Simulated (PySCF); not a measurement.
C$_{2}$H$_{7}$NO$_{2}$Si (SMILES C=C[Si](N)(O)O), singlet, geometry from GFN2-xTB; B3LYP/6-31G, polarisability by finite fields in PySCF.

Here is a job for PySCF.
```python
from pyscf import gto, scf, dft

mol = gto.M(
    atom='''
C     1.94560300    0.64114705    1.38862673
C     1.45337247   -0.19707967    0.49176087
Si   -0.29103373   -0.12795149   -0.22188279
N    -1.28787722    0.67329383    0.93730031
O    -0.81455440   -1.62758698   -0.59557474
O    -0.35500907    0.69440943   -1.63789036
H     1.35117034    1.44575851    1.78959181
H     2.95467806    0.56500731    1.76623322
H     2.09842456   -0.98942558    0.12982886
H    -2.24565271    0.85118936    0.67715916
H    -1.26018228    0.33088787    1.88300949
H    -0.69077529   -1.94945809   -1.48421156
H    -0.15539505    1.62532099   -1.63095867
''',
    basis='6-31g',
    verbose=4,
)

mf = dft.RKS(mol)
mf.xc = 'b3lyp'
mf.conv_tol = 1e-11
mf.kernel()
h0, z, done = mf.get_hcore(), mol.intor('int1e_r')[2], []
def energy(F):
    f = mf.copy()
    f.scf_summary = {}
    f.get_hcore = lambda *a: h0 + F * z
    e = f.kernel(mf.make_rdm1())
    done.append(f.converged)
    return e
F = 0.001
alpha = -(energy(F) + energy(-F) - 2 * mf.e_tot) / F**2
print('alpha_zz =', alpha)
```

What the program printed (banner, timings and long lists left out):

```
PySCF version 2.14.0

[INPUT] verbose = 4
[INPUT] num. atoms = 13
[INPUT] num. electrons = 56
[INPUT] charge = 0
[INPUT] spin (= nelec alpha-beta = 2S) = 0
[INPUT] symmetry False subgroup None
[INPUT] Mole.unit = angstrom
[INPUT] Symbol           X                Y                Z      unit          X                Y                Z       unit  Magmom
[...]
nuclear repulsion = 315.075487813951
number of shells = 46
number of NR pGTOs = 184
number of NR cGTOs = 72
basis = 6-31g
ecp = {}

******** <class 'pyscf.dft.rks.RKS'> ********
method = RKS
initial guess = minao
damping factor = 0
level_shift factor = 0
DIIS = <class 'pyscf.scf.diis.CDIIS'>
diis_start_cycle = 1
diis_space = 8
diis_damp = 0
SCF conv_tol = 1e-11
SCF conv_tol_grad = None
SCF max_cycles = 50
direct_scf = True
direct_scf_tol = 1e-13
XC library pyscf.dft.libxc version 7.1.2
    S. Lehtola, C. Steigemann, M. J. T. Oliveira, and M. A. L. Marques,  SoftwareX 7, 1–5 (2018)
XC functionals = b3lyp
    P. J. Stephens, F. J. Devlin, C. F. Chabalowski, and M. J. Frisch,  J. Phys. Chem. 98, 11623 (1994)
radial grids:
    Treutler-Ahlrichs [JCP 102, 346 (1995); DOI:10.1063/1.469408] (M4) radial grids

becke partition: Becke, JCP 88, 2547 (1988); DOI:10.1063/1.454033
pruning grids: <function nwchem_prune>
grids dens level: 3
symmetrized grids: False
atomic radii adjust function: <function treutler_atomic_radii_adjust>
small_rho_cutoff = 0
Set gradient conv threshold to 3.16228e-06
Initial guess from minao.
tot grids = 158144
init E= -575.770467245443
[...]
cycle= 1 E= -574.825146442461  delta_E= 0.945  |g|=  1.1  |ddm|= 3.35
[...]
cycle= 2 E= -574.546990417623  delta_E= 0.278  |g|= 1.63  |ddm|=  2.4
[...]
cycle= 3 E= -575.063259991256  delta_E= -0.516  |g|= 0.134  |ddm|= 1.58
[...]
cycle= 4 E= -575.067305712414  delta_E= -0.00405  |g|= 0.0466  |ddm|= 0.182
[...]
cycle= 5 E= -575.06775859776  delta_E= -0.000453  |g|= 0.0144  |ddm|= 0.043
[...]
cycle= 6 E= -575.067809355232  delta_E= -5.08e-05  |g|= 0.00135  |ddm|= 0.014
[...]
cycle= 7 E= -575.067809803117  delta_E= -4.48e-07  |g|= 0.000174  |ddm|= 0.0019
[...]
cycle= 8 E= -575.06780981012  delta_E= -7e-09  |g|= 0.000103  |ddm|= 0.000328
[...]
cycle= 9 E= -575.067809812401  delta_E= -2.28e-09  |g|= 3.65e-05  |ddm|= 0.000117
[...]
cycle= 10 E= -575.067809812783  delta_E= -3.82e-10  |g|= 5.32e-06  |ddm|= 4.9e-05
[...]
cycle= 11 E= -575.067809812791  delta_E= -7.5e-12  |g|= 3.69e-06  |ddm|= 7.38e-06
[...]
cycle= 12 E= -575.067809812794  delta_E= -3.3e-12  |g|= 6.02e-07  |ddm|= 3.48e-06
[...]
Extra cycle  E= -575.067809812792  delta_E= 1.59e-12  |g|= 9.1e-07  |ddm|= 1.5e-06
converged SCF energy = -575.067809812792

******** <class 'pyscf.dft.rks.RKS'> ********
method = RKS
initial guess = minao
damping factor = 0
level_shift factor = 0
DIIS = <class 'pyscf.scf.diis.CDIIS'>
diis_start_cycle = 1
diis_space = 8
diis_damp = 0
SCF conv_tol = 1e-11
SCF conv_tol_grad = None
SCF max_cycles = 50
direct_scf = True
direct_scf_tol = 1e-13
XC library pyscf.dft.libxc version 7.1.2
    S. Lehtola, C. Steigemann, M. J. T. Oliveira, and M. A. L. Marques,  SoftwareX 7, 1–5 (2018)
XC functionals = b3lyp
    P. J. Stephens, F. J. Devlin, C. F. Chabalowski, and M. J. Frisch,  J. Phys. Chem. 98, 11623 (1994)
radial grids:
    Treutler-Ahlrichs [JCP 102, 346 (1995); DOI:10.1063/1.469408] (M4) radial grids

becke partition: Becke, JCP 88, 2547 (1988); DOI:10.1063/1.454033
pruning grids: <function nwchem_prune>
grids dens level: 3
symmetrized grids: False
atomic radii adjust function: <function treutler_atomic_radii_adjust>
small_rho_cutoff = 0
Overwritten attributes  get_hcore  of <class 'pyscf.dft.rks.RKS'>
Set gradient conv threshold to 3.16228e-06
init E= -575.068020713638
[...]
cycle= 1 E= -575.06803583695  delta_E= -1.51e-05  |g|= 0.00549  |ddm|= 0.0284
[...]
cycle= 2 E= -575.068019204511  delta_E= 1.66e-05  |g|= 0.0101  |ddm|= 0.0172
[...]
cycle= 3 E= -575.068045031449  delta_E= -2.58e-05  |g|= 0.000564  |ddm|= 0.00893
[...]
cycle= 4 E= -575.068045105503  delta_E= -7.41e-08  |g|= 0.00035  |ddm|= 0.00109
[...]
cycle= 5 E= -575.068045133947  delta_E= -2.84e-08  |g|= 3.9e-05  |ddm|= 0.000327
[...]
cycle= 6 E= -575.068045134291  delta_E= -3.44e-10  |g|= 1.08e-05  |ddm|= 5e-05
[...]
cycle= 7 E= -575.06804513432  delta_E= -2.89e-11  |g|= 2.93e-06  |ddm|= 1.37e-05
[...]
cycle= 8 E= -575.068045134323  delta_E= -2.73e-12  |g|= 1.22e-06  |ddm|= 3.59e-06
[...]
Extra cycle  E= -575.068045134322  delta_E= 4.55e-13  |g|= 1.83e-06  |ddm|= 2.42e-06
converged SCF energy = -575.068045134322

******** <class 'pyscf.dft.rks.RKS'> ********
method = RKS
initial guess = minao
damping factor = 0
level_shift factor = 0
DIIS = <class 'pyscf.scf.diis.CDIIS'>
diis_start_cycle = 1
diis_space = 8
diis_damp = 0
SCF conv_tol = 1e-11
SCF conv_tol_grad = None
SCF max_cycles = 50
direct_scf = True
direct_scf_tol = 1e-13
XC library pyscf.dft.libxc version 7.1.2
    S. Lehtola, C. Steigemann, M. J. T. Oliveira, and M. A. L. Marques,  SoftwareX 7, 1–5 (2018)
XC functionals = b3lyp
    P. J. Stephens, F. J. Devlin, C. F. Chabalowski, and M. J. Frisch,  J. Phys. Chem. 98, 11623 (1994)
radial grids:
    Treutler-Ahlrichs [JCP 102, 346 (1995); DOI:10.1063/1.469408] (M4) radial grids

becke partition: Becke, JCP 88, 2547 (1988); DOI:10.1063/1.454033
pruning grids: <function nwchem_prune>
grids dens level: 3
symmetrized grids: False
atomic radii adjust function: <function treutler_atomic_radii_adjust>
small_rho_cutoff = 0
Set gradient conv threshold to 3.16228e-06
init E= -575.067598911952
[...]
cycle= 1 E= -575.067614005736  delta_E= -1.51e-05  |g|= 0.00551  |ddm|= 0.0285
[...]
cycle= 2 E= -575.067597255634  delta_E= 1.68e-05  |g|= 0.0101  |ddm|= 0.0173
[...]
cycle= 3 E= -575.067623241895  delta_E= -2.6e-05  |g|= 0.000562  |ddm|= 0.00896
[...]
cycle= 4 E= -575.067623315195  delta_E= -7.33e-08  |g|= 0.000351  |ddm|= 0.00109
[...]
cycle= 5 E= -575.067623343806  delta_E= -2.86e-08  |g|= 3.86e-05  |ddm|= 0.000328
[...]
cycle= 6 E= -575.067623344141  delta_E= -3.35e-10  |g|= 1.09e-05  |ddm|= 4.98e-05
[...]
cycle= 7 E= -575.06762334417  delta_E= -2.93e-11  |g|= 3.01e-06  |ddm|= 1.38e-05
[...]
cycle= 8 E= -575.067623344177  delta_E= -6.48e-12  |g|= 1.21e-06  |ddm|= 3.63e-06
[...]
Extra cycle  E= -575.067623344174  delta_E= 2.61e-12  |g|= 1.81e-06  |ddm|= 2.41e-06
converged SCF energy = -575.067623344174
alpha_zz = 48.85291127720848
```
